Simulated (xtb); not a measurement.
HCu, charge -1, doublet, geometry from GFN2-xTB (such geometries of metal compounds can be far from the true shape) (the multiplicity is a formal guess), atoms displaced at random by about 0.02 Å a coordinate; GFN1-xTB (xtb).

Input for xtb:
```
$ xtb mol.xyz --gfn 1 --chrg -1 --uhf 1 --opt sloppy --json

# file mol.xyz
2

Cu     0.00947511     0.00143561    -0.05118646
H      0.02653364     0.01694370     1.50434546
```

What the program printed (banner, timings and long lists left out):

```
   ID    Z sym.   atoms
    1   29 Cu     1
    2    1 H      2

           -------------------------------------------------
          |                Calculation Setup                |
           -------------------------------------------------

           -------------------------------------------------
          |                 G F N 1 - x T B                 |
           -------------------------------------------------

          ...................................................
          :                      SETUP                      :
          :.................................................:
          :  # basis functions                  12          :
          :  # atomic orbitals                  11          :
          :  # shells                            5          :
          :  # electrons                        13          :
          :  # halogen bonds                     0          :
          :  max. iterations                   250          :
          :  Hamiltonian                  GFN1-xTB          :
          :  restarted?                      false          :
          :  GBSA solvation                  false          :
          :  PC potential                    false          :
          :  electronic temp.          300.0000000     K    :
          :  accuracy                    1.0000000          :
          :  -> integral cutoff          0.2500000E+02      :
          :  -> integral neglect         0.1000000E-07      :
          :  -> SCF convergence          0.1000000E-05 Eh   :
          :  -> wf. convergence          0.2000000E-04 e    :
          :  Broyden damping             0.4000000          :
          :  net charge                         -1          :
          :  unpaired electrons                  1          :
          ...................................................

 iter      E             dE          RMSdq      gap      omega  full diag
   1     -5.1545974 -0.515460E+01  0.872E+00    2.61       0.0  T
   2     -5.1548535 -0.256134E-03  0.527E+00    2.63       1.0  T
   3     -5.1548798 -0.262298E-04  0.146E-01    2.64       1.0  T
   4     -5.1548932 -0.134708E-04  0.683E-03    2.63      10.4  T
   5     -5.1548933 -0.260556E-07  0.181E-04    2.63     391.2  T
   6     -5.1548933  0.524025E-13  0.172E-05    2.63    4122.5  T

   *** convergence criteria satisfied after 6 iterations ***

         :::::::::::::::::::::::::::::::::::::::::::::::::::::
[...]
         :: total energy              -5.152006356848 Eh    ::
 * total energy  :    -5.1520064 Eh     change       -0.8437695E-13 Eh
 * total energy  :    -5.1523681 Eh     change       -0.3617296E-03 Eh
 * total energy  :    -5.1524593 Eh     change       -0.9119904E-04 Eh
   *** GEOMETRY OPTIMIZATION CONVERGED AFTER 3 ITERATIONS ***
         :: total energy              -5.152459285528 Eh    ::
[...]
          |                Property Printout                |
           -------------------------------------------------

    * Orbital Energies and Occupations

         #    Occupation            Energy/Eh            Energy/eV
      -------------------------------------------------------------
         1        2.0000           -0.2158736              -5.8742
         2        2.0000           -0.1994221              -5.4266
         3        2.0000           -0.1994221              -5.4266
         4        2.0000           -0.1994221              -5.4266
         5        2.0000           -0.1994221              -5.4266
         6        2.0000           -0.1842505              -5.0137
         7        1.0000           -0.0383163              -1.0426 (HOMO)
         8                          0.0604944               1.6461 (LUMO)
         9                          0.0604944               1.6461
        10                          0.2208649               6.0100
        11                          0.7187511              19.5582
      -------------------------------------------------------------
                  HL-Gap            0.0988107 Eh            2.6888 eV
             Fermi-level           -0.0500972 Eh           -1.3632 eV

  Mulliken/CM5 charges         n(s)   n(p)   n(d)
     1Cu   -0.75056 -0.75530   1.146  0.625  9.980
     2H    -0.24944 -0.24470   1.249  0.000  0.000

Wiberg/Mayer (AO) data.
largest (>0.10) Wiberg bond orders for each atom

 ---------------------------------------------------------------------------
     #   Z sym  total        # sym  WBO       # sym  WBO       # sym  WBO
 ---------------------------------------------------------------------------
     1  29 Cu   0.975 --     2 H    0.975
     2   1 H    0.975 --     1 Cu   0.975
 ---------------------------------------------------------------------------

Topologies differ in total number of bonds
Writing topology from bond orders to xtbtopo.mol

 dipole moment from electron density (au)
     X       Y       Z
  -0.0247  -0.0089  -0.5220  total (Debye):    1.328

optimized geometry written to: xtbopt.xyz

           -------------------------------------------------
          | TOTAL ENERGY               -5.152459285528 Eh   |
          | GRADIENT NORM               0.000598314133 Eh/α |
          | HOMO-LUMO GAP               2.688774995869 eV   |
           -------------------------------------------------

normal termination of xtb
```
